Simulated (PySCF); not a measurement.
**How methods differ on the excitation energy of Xe²⁺**

Xe²⁺ [Kr] 4d10 5s2 5p4 (3P) → Xe²⁺ [Kr] 4d10 5s1 5p5 (3P), as a difference of total energies. All numbers are calculated (PySCF 2.14, scalar relativity through the core potential, in def2-TZVPPD with the def2 core potential (28 electrons) (7s6p4d2f, 59 functions)). Correlated levels: valence: 4s2 4p6 4d10 frozen; valence and next inner shell: nothing frozen outside the core potential. The calculations carry no spin-orbit coupling.

```csv
method,excitation energy (eV)
UHF,13.997
LDA,12.880
PBE,12.778
PBE0,13.101
r2SCAN,12.943
r2SCANh,13.053
B97-3,13.083
TPSS,12.771
MN15,13.245
MP2 (valence),12.970
SCS-MP2 (valence),12.831
MP2 (valence and next inner shell),12.801
SCS-MP2 (valence and next inner shell),12.680
```

**Question.** How much does correlation contribute at MP2 (valence and next inner shell)?

**Answer.** 12.801 − (13.997) = -1.196 eV, measured against UHF.
